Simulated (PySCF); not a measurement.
Molecule: 4-Chloropyridine (SMILES C1=NC=CC(Cl)=C1).

Atoms are numbered as in `[Cl:1][c:2]1[cH:3][cH:4][n:5][cH:6][cH:7]1`. Each H is labelled by its parent atom.

Geometry PBE0-D3(BJ)/def2-SVP throughout; GIAO in PySCF 2.14, gas phase, one conformer, non-relativistic; equivalent atoms averaged; basis pcSseg-1.

Task: How do the shifts δ (against HCl, TMS, NH3 at the same level) depend on the functional? (ppm; last column core-seconds on shared hosts with different chips, so compare them loosely; the GGAs took longer than the global hybrids here, which isn't the general rule, and the cause wasn't traced)

Result: 
```
functional                    kind    Cl1  C4/C6     C2  C3/C7     N5  H(C4)/H(C6)  H(C3)/H(C7)  core-s
       LDA                     LDA  309.7  159.8  159.8  132.7  368.9         8.67         7.16      18
       PBE                     GGA  282.1  153.7  153.5  127.5  351.6         8.57         7.04      26
      BP86                     GGA  279.2  153.6  153.8  127.4  348.8         8.55         7.04      20
     B3LYP           global hybrid  255.5  156.9  157.0  130.0  361.2         8.54         7.08      18
      PBE0           global hybrid  250.3  156.5  155.0  129.4  355.9         8.67         7.21      15
  mPW1PW91           global hybrid  247.9  156.5  155.2  129.4  355.6         8.66         7.20      18
     B97-2           global hybrid  243.9  153.2  152.0  126.4  345.8         8.60         7.13      17
 BHandHLYP           global hybrid  223.2  159.4  158.4  131.1  365.5         8.64         7.21      16
 CAM-B3LYP  range-separated hybrid  243.0  160.3  159.2  132.7  366.6         8.61         7.19      19
```

Task: Which nucleus moves most, in ppm?

Result: Cl1 (chlorine bonded to C): from 223.2 ppm with BHandHLYP to 309.7 ppm with LDA. The smallest spread is 0.14 ppm, at H(C4)/H(C6). Proton shifts span only some 12 ppm, so a few tenths of a ppm matter as much there as several ppm in carbon.
